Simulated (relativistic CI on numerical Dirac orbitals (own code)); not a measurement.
d1 to d9 in one tetrahedral field

Computed with a parametric ligand-field model without spin-orbit coupling, by exact diagonalisation: B = 710, C = 2990, 10Dq = -7200 cm⁻¹ (Td; |10Dq|/B = 10.1) for every shell. Energies in cm⁻¹; the field energy is (0.6 n_e − 0.4 n_t2) × 10Dq of the ground term; g labels are left out.

```csv
Shell,Ground term,Electrons in e,Field energy,First spin-allowed bands,Lowest term of other spin
d1,2E,1.000,-4320,2T2 7200,
d2,3A2,2.000,-8640,"3T2 7200, 3T1 11846",1E 11270
d3,4T1,1.924,-5210,"4T2 6295, 4A2 13495",2E 6944
d4,5T2,2.000,-2880,5E 7200,3T1 9528
d5,?,?,?,?,?
d6,5E,3.000,-4320,5T2 7200,3T1 10067
d7,4A2,4.000,-8640,"4T2 7200, 4T1 11846",2E 13716
d8,3T1,3.924,-5210,"3T2 6295, 3A2 13495",1T2 10638
d9,2T2,4.000,-2880,2E 7200,
```

(1) Fill in the row of d5.

Results:

(1) Ground term: 6A1; Electrons in e: 2.000; Field energy: 0; First spin-allowed bands: none; Lowest term of other spin: 4T1 16909. Every shell keeps the spin of the free ion. Tetrahedral fields of 3d complexes are almost always too weak to pair spins. High-spin d^(n+5) repeats the spin-allowed bands of d^n, since the half-filled shell is spherical.
